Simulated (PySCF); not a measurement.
Geometry:
```
atom   x (Å)   y (Å)   z (Å)
  C1  -1.665  -0.568  -0.398
  C2  -0.335   0.172  -0.267
  C3  -0.450   1.502  -0.850
  N4  -0.546   2.548  -1.296
  C5   0.197   0.260   1.192
  O6   1.328  -0.598   1.188
  C7   1.767  -0.625  -0.100
  F8   2.578   0.478  -0.330
  O9   0.695  -0.576  -0.936
 H10  -2.459   0.010   0.068
 H11  -1.588  -1.541   0.082
 H12  -1.896  -0.712  -1.450
 H13   0.494   1.283   1.448
 H14  -0.514  -0.120   1.925
 H15   2.389  -1.505  -0.298
```

Geometry: GFN2-xTB; GIAO absolute shieldings from PySCF 2.14.0 with density-fitted response routines, gas phase, non-relativistic, averaged over equivalent atoms.

At KT2/pcSseg-1 (183 basis functions, 26 s wall time on 1 thread of an Intel Xeon 6975P-C, shared host):
```tsv
atoms	σ (ppm)
C7	61.0
C3	72.0
C5	107.6
C2	111.8
C1	156.9
N4	-17.7
O9	160.1
O6	200.6
F8	246.3
H15	24.92
H13	26.88
H14	27.60
H10/H11/H12	29.95
```

Problem. Predict the values at PBE0/pcSseg-1 on the same geometry.

Solution. 
```
      atoms  σ at PBE0/pcSseg-1  change
         C7                62.4    +1.4
         C3                62.5    -9.5
         C5               109.4    +1.8
         C2               114.2    +2.4
         C1               158.4    +1.5
         N4               -39.7   -22.0
         O9               176.4   +16.3
         O6               215.4   +14.8
         F8               265.8   +19.5
        H15               25.19   +0.27
        H13               27.04   +0.16
        H14               27.69   +0.09
H10/H11/H12               30.02   +0.07
```

The largest change is at N4 (nitrile nitrogen). Cost: 183 basis functions, 20 s wall time on 1 thread of an Intel Xeon 6975P-C, shared host. The order of the carbon signals is the same at both levels.
